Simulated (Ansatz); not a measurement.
Consider the hydrogenolysis of a Ge–C bond: `[CH3][Ge]([CH3])([CH3])[C]#N` + H₂ → `[CH3][GeH]([CH3])[C]#N` + CH₄.

Gas-phase electronic energies from Ansatz, PBE0-D4/def2-TZVP geometries. CCSD(T)/CBS is the MP2 limit (def2-TZVPP, def2-QZVPP) plus CCSD(T) − MP2 in def2-TZVPP, frozen cores. This one scheme is used for every species. Functionals use def2-TZVPP. HSE06 is defined as in plane-wave codes. For Ge outer-core shells are correlated without core-valence functions, which leaves a few kJ/mol of doubt a bond. Scalar relativity is left out up to krypton.

```json
{"level": "r2SCAN0-D4", "ΔE (kcal/mol)": "-7.9"}
{"level": "HSE06", "ΔE (kcal/mol)": "-9.1"}
{"level": "CCSD(T)/def2-SVP", "ΔE (kcal/mol)": "-10.4"}
{"level": "CCSD/CBS(def2)", "ΔE (kcal/mol)": "-7.9"}
```

Q: What does CCSD(T)/CBS give? (An estimate is asked.)

A: The calculation gave: -6.8 kcal/mol. The listed levels differ from it by -1.1, -2.3, -3.6, -1.1 kcal/mol.

Largest T1 diagnostic among the species: 0.011.

At CCSD(T), def2-SVP lies −3.6 kcal/mol from the extrapolated value and def2-TZVPP +0.1 kcal/mol. In def2-TZVPP, CCSD(T) changes the Hartree–Fock value by +6.0 kcal/mol (the triples alone add +1.0 kcal/mol) and MP2 by +7.5 kcal/mol.
